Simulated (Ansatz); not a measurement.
`O[CH2][InH][Br]` + `CNC` → `C[N](C)[InH][Br]` + CH₃OH at 298.15 K and 1 bar (ligand exchange at the In–C bond).

Program: Ansatz. Geometries: PBE0-D4/def2-TZVP. ΔE: electronic, gas phase. CCSD(T)/CBS adds triple-zeta CCSD(T) − MP2 to the extrapolated MP2 energy (def2 sets, frozen cores). This one scheme is used for every species. Elements past krypton have def2 core potentials. For Br, In outer-core shells are correlated without core-valence functions, which leaves a few kJ/mol of doubt a bond. Scalar relativity is left out up to krypton. Each species was taken in one conformer, which may not be the lowest.

| species | CCSD(T)/CBS energy (Eh) | H − E (kJ/mol) | S (J/(mol·K)) |
| --- | --- | --- | --- |
| `O[CH2][InH][Br]` | -2878.79003 | 146.8 | 360.3 |
| `CNC` | -135.00321 | 256.9 | 271.4 |
| `C[N](C)[InH][Br]` | -2898.19389 | 256.5 | 394.4 |
| CH₃OH | -115.61712 | 146.3 | 238.2 |

H − E and S are ideal-gas, rigid-rotor, harmonic terms from PBE0-D4/def2-TZVP, for one conformer and one mirror image of each species. 1 Eh = 2625.50 kJ/mol, R = 8.31446 J/(mol·K).

Task: By hand: ΔE, ΔH, ΔS and ΔG.

Result: ΔE = (-2898.19389) + (-115.61712) − (-2878.79003) − (-135.00321) = -0.01777 Eh = -46.7 kJ/mol. Δ(H − E) = 256.5 + 146.3 − 146.8 − 256.9 = -0.9, so ΔH = -47.6 kJ/mol. ΔS = 394.4 + 238.2 − 360.3 − 271.4 = 0.9 J/(mol·K). ΔG = -47.6 − 298.15 × (0.9)/1000 = -47.9 kJ/mol.

Task: By hand: the equilibrium constant, and the temperature at which ΔG would vanish if ΔH and ΔS stayed fixed.

Result: log₁₀ K = −ΔG/(RT ln 10) = 8.4. ΔH and −TΔS have one sign here, so there is no such temperature. One of them is within its doubt of zero, so this could turn.

The number of gas molecules stays the same, so ΔS is small and ΔH decides. A doubt of 5 kJ/mol in ΔE shifts log₁₀ K by 0.9 here. Other conformers and mirror images would add mixing entropy, several J/(mol·K) or more a flexible species. These are equilibria of isolated gas molecules and say nothing of rates. Largest T1 diagnostic: 0.014 (customary marks: 0.02 for closed shells, 0.045 for open ones).
